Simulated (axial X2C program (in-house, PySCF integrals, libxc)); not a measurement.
Bond lengths and stretching modes, held linear, of OZrO⁺

Computed with an axial X2C code built on PySCF integrals: two-component X2C with atomic mean-field Coulomb and Gaunt terms, Gaussian nuclei, basis O dyall-av3z, Zr dyall-v3z with contracted cores. Spin-free rows use the one-electron spin-free X2C Hamiltonian.

Masses O 15.995, Zr 89.905, O 15.995 u. States: 2c Ω = 1/2 (beyond evenly filled blocks: ω = 1/2); spin-free M_S = 1/2, Λ = 0 (beyond evenly filled blocks: σα).

r2SCAN, 2c: energies above the lowest point

```tsv
r(O–Zr) (Å)	r(Zr–O) (Å)	E (meV)
1.7394	1.7394	140.45
1.7394	1.7840	55.84
1.7394	1.8286	33.60
1.7840	1.7394	55.84
1.7840	1.7840	0.00
1.7840	1.8286	5.33
1.7840	1.8732	57.45
1.8286	1.7394	33.60
1.8286	1.7840	5.33
1.8286	1.8286	37.83
1.8732	1.7840	57.45
1.8732	1.8732	220.05
```

Fit a quadratic surface with cubic terms in each bond: where is the minimum, and what are the two stretching wavenumbers?

At r2SCAN, 2c: bonds 1.796 and 1.796 Å; harmonic stretches 590.0 and 847.2 cm⁻¹; force constants 4.59, 4.59 and coupling 2.17 mdyn/Å.

The other levels and Hamiltonians give:

```csv
Hamiltonian,level,r(O–Zr) (Å),r(Zr–O) (Å),lower stretch (cm⁻¹),upper stretch (cm⁻¹)
2c,PBE0,1.783,1.783,428.7,865.6
spin-free,PBE0,1.783,1.783,428.5,865.7
spin-free,r2SCAN,1.796,1.796,590.1,847.4
```

Each state is one determinant, the lowest of a limited PBE0 search; the stretches come from a fit to these few points and carry an uncertainty of a few per cent. Other orders of the atoms were not compared. Left out for rough or failed fits: HF 2c, MP2 2c, HF spin-free, MP2 spin-free. The levels spread by more than a fifth, so the stretches depend strongly on the method. The molecule was held linear; bending was not examined, so a bent shape may lie lower.
